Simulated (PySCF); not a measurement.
A structure optimised at B3LYP-D3(BJ)/def2-TZVP, used in a PySCF frequency run:

```xyz
8

Cd    -0.0082    -0.0152     0.0072
C     -0.3509     1.7536    -1.1018
H     -1.2292     2.2702    -0.7163
H     -0.5192     1.5063    -2.1496
H      0.5118     2.4149    -1.0281
N      0.4867    -1.6714     1.0841
H      0.3195    -2.5448     0.5966
H      0.0089    -1.7406     1.9759
```
Charge 0, spin multiplicity 1.

### Question
Write its SMILES and formula.

### Answer
[CH3][Cd][NH2], CH₅CdN

### Question
What are its rotational constants (standard atomic weights)?

### Answer
103.00, 3.4945, 3.4722 GHz
